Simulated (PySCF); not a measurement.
# Cu⁺: excitation energy

Cu⁺ [Ar] 3d10 (1S) → Cu⁺ [Ar] 3d9 4s1 (3D), as a difference of total energies. All numbers are calculated (PySCF 2.14, a scalar-relativistic core potential, in aug-cc-pVTZ-PP with ECP10MDF (6s6p5d3f2g, 88 functions)). Correlated levels: valence: 3s2 3p6 frozen. The calculations carry no spin-orbit coupling.

| method | excitation energy (cm⁻¹) | error (cm⁻¹) |
| --- | --- | --- |
| UHF | 5026.1 | -17623 |
| LDA | 23279 | +630 |
| PBE | 20045 | -2603 |
| PBE0 | 17826 | -4823 |
| r2SCAN | 15700 | -6948 |
| HSE06 | 17424 | -5225 |
| r2SCANh | 15272 | -7376 |
| PBEsol | 21303 | -1345 |
| PW91 | 19881 | -2768 |
| MP2 (valence) | 27414 | +4766 |
| SCS-MP2 (valence) | 25292 | +2643 |

Reference: 22649 cm⁻¹ (measured; NIST levels, between the centres of gravity of the two terms).

Errors of the correlated levels include the incompleteness of this basis and the frozen core.
